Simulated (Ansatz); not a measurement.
C3H6Si, SMILES `C=C1C[SiH2]1`. Charge 0, multiplicity 1.

Cartesian coordinates in Å:
```
C -1.496 -0.797 0.511
C -0.416 -0.153 0.113
C 1.067 -0.423 0.056
Si 0.515 1.242 -0.587
H -1.442 -1.800 0.931
H -2.482 -0.350 0.436
H 1.399 -1.183 -0.649
H 1.591 -0.479 1.009
H 0.764 2.453 0.226
H 0.501 1.490 -2.046
```

Question: What are the harmonic wavenumbers in cm⁻¹ at PBE0-D4/def2-TZVP (Ansatz, finite differences of forces, unscaled)? (Best estimate.)

Answer: Ansatz gave: 165, 311, 449, 518, 615, 650, 676, 693, 800, 886, 947, 966, 968, 1038, 1117, 1393, 1448, 1760, 2249, 2268, 3097, 3122, 3172, 3210.

Question: Is this a minimum?

Answer: Yes, all 24 modes are real.

Question: Give the ideal-gas thermochemistry at 298.15 K and 1 bar (rigid rotor, harmonic oscillator; point group Cs, symmetry number 1).

Answer: Zero-point energy 194.5 kJ/mol; H(298) − E = 210.6 kJ/mol; entropy 297.3 J/(mol·K), of which translation 161.9, rotation 103.8, vibration 31.7; G(298) − E = 122.0 kJ/mol.

Question: Rotational constants (cm⁻¹)?

Answer: 0.4387, 0.1527, 0.121.
